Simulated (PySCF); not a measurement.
GeH7NSSi, SMILES N[SiH2][S][GeH3].

Geometry: B3LYP-D3(BJ)/def2-SVP. The structure was generated by enumeration, and PubChem lists no compound with its InChIKey, so it may never have been made. The values are those of a single conformer.

All values below come from TDA-ωB97X/def2-SVPD run with PySCF.

Vertical excitations. Isolated molecule, no solvent.

Q: List the lowest excited states. (An estimate is asked for; the answer gives what the named calculation found.)

A: 
```tsv
state	energy (eV)	λ (nm)	f	main pairs
S1	5.86	211	0.011	HOMO→LUMO 69 %
S2	6.62	187	0.034	HOMO→LUMO+1 64 %
S3	6.77	183	0.031	HOMO→LUMO+2 52 %, HOMO−1→LUMO 14 %, HOMO−1→LUMO+1 10 %
S4	6.96	178	0.004	HOMO−1→LUMO 35 %, HOMO→LUMO+2 16 %, HOMO→LUMO+1 13 %, HOMO−1→LUMO+1 6 %
S5	7.29	170	0.063	HOMO−1→LUMO+1 46 %, HOMO−1→LUMO 16 %, HOMO→LUMO+4 7 %
S6	7.45	166	0.014	HOMO→LUMO+4 36 %, HOMO→LUMO+3 33 %, HOMO−1→LUMO+1 6 %
S7	7.70	161	0.016	HOMO→LUMO+3 21 %, HOMO→LUMO+4 19 %, HOMO−1→LUMO+2 10 %, HOMO→LUMO+7 6 %
S8	7.83	158	0.037	HOMO−1→LUMO+2 42 %, HOMO→LUMO+7 8 %, HOMO→LUMO+4 7 %, HOMO−1→LUMO+4 7 %
S9	8.04	154	0.155	HOMO−2→LUMO 32 %, HOMO→LUMO+5 20 %, HOMO→LUMO+6 8 %, HOMO−2→LUMO+1 7 %
S10	8.14	152	0.024	HOMO→LUMO+5 20 %, HOMO→LUMO+6 20 %, HOMO−2→LUMO 7 %, HOMO→LUMO+3 6 %
T1	5.43	228	0	HOMO→LUMO 68 %, HOMO→LUMO+1 11 %
T2	6.29	197	0	HOMO→LUMO+1 41 %, HOMO→LUMO+2 13 %, HOMO→LUMO+3 11 %
T3	6.41	193	0	HOMO→LUMO+2 45 %, HOMO−1→LUMO 20 %
T4	6.68	186	0	HOMO−1→LUMO 26 %, HOMO−2→LUMO 24 %, HOMO→LUMO+1 10 %, HOMO−1→LUMO+1 9 %
```
Triplets are in the Tamm–Dancoff approximation.
